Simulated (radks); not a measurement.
Values are calculated unless marked as measured or tabulated.
Spherical jellium clusters: N electrons in a uniform positive sphere of charge N and radius rs N^(1/3), rs = 5.3 bohr. Level of theory: non-relativistic Kohn-Sham, LDA (Slater exchange, Perdew-Wang correlation), spin-polarised, spherical densities (a radial shooting solver with Libxc functionals). Levels are named by radial order and angular momentum (1s, 1p, 1d, 2s, ...), and open shells are averaged over m.

N = 12, configuration 1s2 1p6 1d(up 4, down 0). This is the lowest configuration that the search found. Occupied and some empty levels:

level,occupation,eigenvalue (eV),<r> (bohr)
1s up,1,-3.6281,7.907
1s down,1,-3.3862,7.552
1p up,3,-3.0661,9.153
1p down,3,-2.7689,9.086
1d up,4,-2.3229,10.13
1d down,0,-2.0147,10.23
2s up,0,-1.8526,8.583
2s down,0,-1.7146,8.812
1f up,0,-1.4525,11.09
1f down,0,-1.1613,11.33
2p up,0,-0.97947,11.08
2p down,0,-0.83423,11.39

Energy (eV): total -20.9680, kinetic 13.174, external -384.61, Hartree 191.32, exchange-correlation -34.605, background 193.76.
